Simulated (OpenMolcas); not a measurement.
# Ir6+ in a point-charge field

Ir6+ among 6 point charges of -1.7 e arranged as a trigonal antiprism (D3d), 1.83 Å from the ion, with a polar angle of 56.4° against the regular 54.74°.
```
   0.0000    1.5239    1.0133  -1.70
  -1.3197   -0.7619    1.0133  -1.70
   1.3197   -0.7619    1.0133  -1.70
   0.0000   -1.5239   -1.0133  -1.70
   1.3197    0.7619   -1.0133  -1.70
  -1.3197    0.7619   -1.0133  -1.70
```

| Property | Result |
| --- | --- |
| Program | OpenMolcas 26.06 |
| Method | CASSCF |
| Basis | ANO-RCC-VDZP [7s6p4d2f] |
| Scalar Hamiltonian | DKH2, point nucleus |
| Active space | 3 electrons in 5 orbitals (5d) |
| State averaging | 2S+1 = 4 even, 10 roots; 2S+1 = 2 even, 40 roots |
| Spin-orbit coupling | RASSI with atomic mean-field integrals over the reference wave functions |

The lowest spin-free states (labels of D3, the rotations of D3d), above the lowest:

| State | Degeneracy | E (cm-1) | Free-ion L (%) |
| --- | --- | --- | --- |
| 4A2 | 1 | 0.0 | F (100) |
| 4A1 | 1 | 8879 | F (100) |
| 4E | 2 | 9646 | F (100) |
| 4E | 2 | 15252 | F (88) |
| 4A2 | 1 | 16283 | F (90) |
| 2E | 2 | 18306 | G (67) |
| 2A2 | 1 | 18869 | G (51) |
| 2E | 2 | 19499 | G (52) |
| 2E | 2 | 24631 | D (41) |
| 4A2 | 1 | 24917 | P (90) |
| 2A1 | 1 | 25230 | G (99) |
| 2A1 | 1 | 25709 | D (36) |
| 2A1 | 1 | 27527 | G (50) |
| 2E | 2 | 28299 | H (54) |
| 4E | 2 | 28386 | P (88) |
| 2E | 2 | 28624 | H (48) |
| 2A2 | 1 | 29462 | H (59) |
| 2E | 2 | 31341 | H (52) |
| 2E | 2 | 33972 | P (44) |
| 2A2 | 1 | 34107 | P (55) |

The lowest levels with spin-orbit coupling:

```json
{"E (cm-1)": "0.0", "Degeneracy": "2", "Label": "E3/2", "2S+1": "4 (85 %)", "g": "0.00 0.00 1.21"}
{"E (cm-1)": "815.4", "Degeneracy": "2", "Label": "E1/2", "2S+1": "4 (87 %)", "g": "0.57 0.57 1.06"}
{"E (cm-1)": "9768", "Degeneracy": "2", "Label": "E1/2", "2S+1": "4 (85 %)", "g": "0.65 0.65 2.78"}
{"E (cm-1)": "9891", "Degeneracy": "2", "Label": "E3/2", "2S+1": "4 (84 %)", "g": "0.00 0.00 2.97"}
{"E (cm-1)": "12674", "Degeneracy": "2", "Label": "E1/2", "2S+1": "4", "g": "0.27 0.27 0.35"}
{"E (cm-1)": "16001", "Degeneracy": "2", "Label": "E1/2", "2S+1": "4 (84 %)", "g": "0.69 0.69 4.60"}
{"E (cm-1)": "16482", "Degeneracy": "2", "Label": "E1/2", "2S+1": "4 (79 %)", "g": "0.69 0.69 5.09"}
{"E (cm-1)": "16520", "Degeneracy": "2", "Label": "E3/2", "2S+1": "4 (85 %)", "g": "0.00 0.00 3.37"}
{"E (cm-1)": "17974", "Degeneracy": "2", "Label": "E3/2", "2S+1": "2 (56 %)", "g": "0.00 0.00 0.57"}
{"E (cm-1)": "18034", "Degeneracy": "2", "Label": "E1/2", "2S+1": "2 (55 %)", "g": "0.02 0.02 2.00"}
{"E (cm-1)": "19749", "Degeneracy": "2", "Label": "E1/2", "2S+1": "4 (79 %)", "g": "1.96 1.96 2.08"}
{"E (cm-1)": "20371", "Degeneracy": "2", "Label": "E1/2", "2S+1": "2 (57 %)", "g": "1.30 1.30 1.85"}
{"E (cm-1)": "20515", "Degeneracy": "2", "Label": "E3/2", "2S+1": "2 (54 %)", "g": "0.00 0.00 3.69"}
{"E (cm-1)": "23170", "Degeneracy": "2", "Label": "E1/2", "2S+1": "4 (70 %)", "g": "2.27 2.27 2.65"}
{"E (cm-1)": "24045", "Degeneracy": "2", "Label": "E1/2", "2S+1": "2 (71 %)", "g": "1.46 3.25 3.25"}
{"E (cm-1)": "25105", "Degeneracy": "2", "Label": "E3/2", "2S+1": "2 (55 %)", "g": "0.00 0.00 3.58"}
{"E (cm-1)": "25939", "Degeneracy": "2", "Label": "E1/2", "2S+1": "2 (58 %)", "g": "0.99 2.23 2.23"}
{"E (cm-1)": "29496", "Degeneracy": "2", "Label": "E3/2", "2S+1": "4 (59 %)", "g": "0.00 0.00 1.58"}
{"E (cm-1)": "30419", "Degeneracy": "2", "Label": "E1/2", "2S+1": "4 (62 %)", "g": "0.97 1.87 1.87"}
{"E (cm-1)": "31010", "Degeneracy": "2", "Label": "E1/2", "2S+1": "2 (60 %)", "g": "0.68 0.68 0.90"}
```

Powder χT (cm3 K/mol): 0.0461 at 2 K, 0.0481 at 10 K, 0.0583 at 50 K, 0.071 at 100 K, 0.0964 at 200 K, 0.12 at 300 K. The effective moment at 300 K is 2.828 √(χT) = 0.98 μB.

Spin-orbit coupling mixes the spin-free states strongly: the lowest level takes only 49 % from its leading state, 4A2. Without dynamic correlation the repulsion within the d shell is too large (B by tens of per cent), so at a given field states of lower spin stand too high. Point charges carry no covalency, so the field is a model and not that of real ligands. No measured value stands beside these numbers.
